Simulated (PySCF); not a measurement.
Precursor series Ti NH2-H. Isolated molecules, 0 K electronic values unless said otherwise. One relaxed conformer stands for each flexible species; it need not be the lowest.

Quantity: redistribution energy (mixed species minus the weighted end members), in kJ/mol.

Level 1: TPSSh-D3(BJ)/def2-TZVP // BP86-D3(BJ)/def2-SVP (PySCF)
Level 2: PBE/6-31G* (LANL2DZ on Ti) // BP86-D3(BJ)/def2-SVP (PySCF)
Level 3: HF/3-21G // BP86-D3(BJ)/def2-SVP (PySCF)
Level 4: HF/6-31G* (LANL2DZ on Ti) // BP86-D3(BJ)/def2-SVP (PySCF)

```json
[
 {"species": "1 of 4 NH2 replaced by H: [Ti(NH2)3(H)]", "level 1": "-28.85", "level 2": "-37.59", "level 3": "-24.52", "level 4": "-28.18"},
 {"species": "3 of 4 NH2 replaced by H: [Ti(NH2)(H)3]", "level 1": "-21.01", "level 2": "-28.34", "level 3": "-17.01", "level 4": "-18.18"}
]
```
